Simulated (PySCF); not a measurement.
## Computed data sheet: `FC/C=N/c1ccccc1`

C₈H₈FN.
Numbering: `[F:1][CH2:2]/[CH:3]=[N:4]/[c:5]1[cH:6][cH:7][cH:8][cH:9][cH:10]1` (hydrogens: H11, H12 on C2; H13 on C3; H14 on C6; H15 on C7; H16 on C8; H17 on C9; H18 on C10)

Structural features include: imine, benzene ring and C–F bond.

**PBE0-D3(BJ)/def2-SVP geometry optimisation, gas phase (PySCF)**

| Property | Result |
| --- | --- |
| Point group | C1 |
| Rotational constants A, B, C | 4.376, 0.578, 0.524 GHz |

From B3LYP/def2-SVPD ground state and vertical TDDFT (core frozen in the response) (PySCF):

| Property | Result |
| --- | --- |
| Dipole moment | 0.86 D |
| HOMO energy | -6.61 eV |
| LUMO energy | -1.57 eV |
| HOMO–LUMO gap | 5.04 eV |
| Lowest singlet excitation | 4.23 eV (293 nm, f = 0.120) |
| Strongest line among the 6 lowest singlet transitions | S3 at 5.34 eV (232 nm, f = 0.132) |
| Static isotropic polarisability | 107.6 au |
| Electronic spatial extent ⟨r²⟩ about the centre of nuclear charge | 2002 bohr² |

Monoisotopic mass from the formula: 137.0641 u.

The largest Löwdin shares of the LUMO are 0.29 on C3, 0.22 on N4, 0.08 on C8 and 0.07 on C5. The polarisability is 15.95 Å³ as a volume (1 au = 0.148185 Å³), or 1.49 au for each of the 72 electrons. The rotational constants make it an asymmetric top with κ = (2B − A − C)/(A − C) = -0.97, nearer the prolate limit (−1). The largest Löwdin shares of the HOMO are 0.20 on N4, 0.17 on C8, 0.16 on C5 and 0.10 on C10. S1 lies 0.81 eV below the HOMO–LUMO gap; its leading configuration is HOMO→LUMO, weight 0.83. In atomic units the dipole is 0.34 e·bohr (1 au = 2.5417 D). A dipole of 0.86 D is allowed in C1, and pure rotational transitions are dipole-allowed. No computed singlet falls in the visible range (750 to 380 nm, 1.65 to 3.26 eV); S1 lies 0.97 eV above its blue end.

For the TDDFT job (B3LYP/def2-SVPD), hardware: one thread, Arm Neoverse V2, shared host. Cost: 77 s of wall time.

Shape of the structure used: `[F:1][CH2:2]/[CH:3]=[N:4]/[c:5]1[cH:6][cH:7][cH:8][cH:9][cH:10]1`: F1–C2–C3–N4 178°, C3–N4–C5–C6 -42°.

One conformer stands for the species.
